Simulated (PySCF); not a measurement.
A calculated (r2SCAN, PySCF 2.14, dyall-av2z, the non-relativistic Hamiltonian (point nucleus)) atom or ion has these occupied shells.

| shell | electrons | orbital energy (eV) | rms radius, mean of both spins (bohr) |
| --- | --- | --- | --- |
| 1s β | 1 | -6413.5 | 0.0713 |
| 1s α | 1 | -6413.5 | 0.0713 |
| 2s α | 1 | -758.87 | 0.306 |
| 2s β | 1 | -756.03 | 0.306 |
| 2p α | 3 | -651.22 | 0.275 |
| 2p β | 3 | -649.08 | 0.275 |
| 3s α | 1 | -106.98 | 0.926 |
| 3s β | 1 | -100.09 | 0.926 |
| 3p α | 3 | -75.830 | 0.987 |
| 3p β | 3 | -68.960 | 0.987 |
| 3d α | 5 | -26.338 | 1.26 |

(1) Name the element and its charge.

Answers

(1) Mn²⁺ (manganese, charge +2), in [Ar] 3d5, high-spin 6S determinant.
